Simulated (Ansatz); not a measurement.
`C#CBN`, 8 atoms. The species carries charge 0 and has multiplicity 1. All runs use 2 threads of an Arm Neoverse V1 on a shared host. Correlated methods freeze the cores. Open-shell runs search over several starts.

Problem. Give the basis size and wall time and peak host memory of each of these runs in Ansatz. RKS PBE0-D4/def2-TZVP relaxation (6 steps); UKS PBE-D4/def2-TZVPP energy of the cation; RKS ωB97M-V/def2-TZVPP energy and forces; RKS PBE0-D4/def2-TZVP frequencies; UKS PBE0-D4/def2-TZVPP energy of the cation; RKS PBE0-D4/def2-QZVPP energy; RHF-CCSD(T)/def2-SVP energy; RKS BLYP-D4/def2-TZVPP energy; UKS r2SCAN-D4/def2-TZVPP energy of the cation; UKS ωB97X-V/def2-TZVPP energy of the cation; UHF-MP2/def2-TZVPP energy of the cation; RKS ωB97M-V/def2-SVP energy. (An estimate is asked.)

Solution. The calculation gave: Other jobs shared the machine, so times are rough.

```tsv
level	job	functions	wall time	peak host memory (GiB)
RKS BLYP-D4/def2-TZVPP	energy	180	1.7 s	0.16
RHF-CCSD(T)/def2-SVP	energy	76	2 s	0.22
RKS ωB97M-V/def2-SVP	energy	76	3.2 s	0.18
RKS PBE0-D4/def2-QZVPP	energy	348	5.5 s	0.85
RKS ωB97M-V/def2-TZVPP	energy and forces	180	8 s	0.4
UKS PBE-D4/def2-TZVPP	energy of the cation	180	12 s	0.39
UKS PBE0-D4/def2-TZVPP	energy of the cation	180	13 s	0.49
RKS PBE0-D4/def2-TZVP	relaxation (6 steps)	148	16 s	0.24
UHF-MP2/def2-TZVPP	energy of the cation	180	27 s	0.39
UKS r2SCAN-D4/def2-TZVPP	energy of the cation	180	30 s	0.41
RKS PBE0-D4/def2-TZVP	frequencies	148	76 s	0.25
UKS ωB97X-V/def2-TZVPP	energy of the cation	180	98 s	0.67
```
